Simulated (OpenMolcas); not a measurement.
**Mo3+: moving or changing the point charges**

Mo3+ among 6 point charges of -1.7 e arranged as an octahedron (Oh), 1.89 Å from the ion.

```
Program             : OpenMolcas 26.06
Method              : CASSCF
Basis               : ANO-RCC-VDZP [6s5p3d1f]
Scalar Hamiltonian  : DKH2, point nucleus
Active space        : 3 electrons in 5 orbitals (4d)
State averaging     : 2S+1 = 4 even, 10 roots; 2S+1 = 2 even, 40 roots
Spin-orbit coupling : RASSI with atomic mean-field integrals over the reference wave functions
```

Runs around this geometry, states (labels of O, the rotations of Oh). Energies in cm-1 above the lowest state or level, χT in cm3 K/mol; 10Dq and B are least-squares fits to the states below 45000 cm-1, weighted by degeneracy, with a free offset, and given where the rms deviation is under 5 % of |10Dq| (or 100 cm-1) and under 700 cm-1.

```tsv
R (Å)	q (e)	Ground state	First state of that spin	10Dq	B (rms of fit)	First gap with spin-orbit (degeneracies)	χT at 300 K	First state of another spin
1.89	-1.36	4A2	4T2 13037	13579	779 (232)	12614 (4, 4)	1.617	2E 14423
1.81	-1.7	4A2	4T2 19789	20283	760 (232)	13911 (4, 4)	1.713	2E 14039
1.89	-1.7	4A2	4T2 16371	16772	771 (221)	13919 (4, 4)	1.673	2E 14247
```

Taking |10Dq| as R^-n, n = -ln(16772 / 20283) / ln(1.89 / 1.81) = 4.4 between the shortest and longest distance. The point-charge formula for a cubic d site gives n = 5.

Scaling the charges by -1.36 / -1.7 = 0.80 scales |10Dq| by 13579 / 16772 = 0.81; with fixed orbitals a first-order splitting would follow the charge.

Without dynamic correlation the repulsion within the d shell is too large (B by tens of per cent), so at a given field states of lower spin stand too high. This field is weak: 10Dq is about 13579 cm-1, while octahedral complexes of 4d ions of charge 3 and more, computed by the same method with explicit ligands, had a median near 25000 cm-1. Ground spin and moment need not be those of a real site (holds for R = 1.89, q = -1.36). This is an electrostatic model: the charges have no orbitals. No measured value stands beside these numbers.
